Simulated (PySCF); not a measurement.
SMILES B(C=C)(OCC)C (C5H11BO) (GFN2-xTB optimised geometry):

```
18

B     -0.241     0.253     0.000
C     -1.167     1.554     0.000
H     -1.970     1.465    -0.727
H     -0.632     2.476    -0.215
H     -1.640     1.676     0.973
C     -0.874    -1.186     0.006
C     -2.169    -1.466     0.093
H     -0.184    -2.020    -0.055
H     -2.550    -2.476     0.104
H     -2.913    -0.688     0.163
O      1.098     0.253     0.000
C      1.941     1.380     0.027
C      2.100     1.923     1.444
H      2.913     1.051    -0.358
H      1.554     2.166    -0.632
H      2.484     1.145     2.099
H      2.791     2.762     1.446
H      1.137     2.252     1.827
```

Calculation: PBE0/def2-SVP (PySCF).

Question: What are the frontier orbital energies and the dipole moment?

Answer: HOMO-2 -8.99 eV, HOMO-1 -7.86 eV, HOMO -7.56 eV, LUMO -0.57 eV, LUMO+1 1.74 eV; dipole moment 1.48 D.

On the same geometry PBE/def2-SVP (PySCF 2.14.0) gives HOMO-2 -7.52 eV, HOMO-1 -6.39 eV, HOMO -6.36 eV, LUMO -1.53 eV, LUMO+1 0.89 eV; dipole moment 1.48 D.

Meta-Löwdin charges at PBE0/def2-SVP: B1 0.28, C2 -0.44, H3 0.12, H4 0.10, H5 0.12, C6 -0.20, C7 -0.19, H8 0.10, H9 0.10, H10 0.10, O11 -0.35, C12 0.04, C13 -0.31, H14 0.10, H15 0.09, H16 0.11, H17 0.11, H18 0.10.
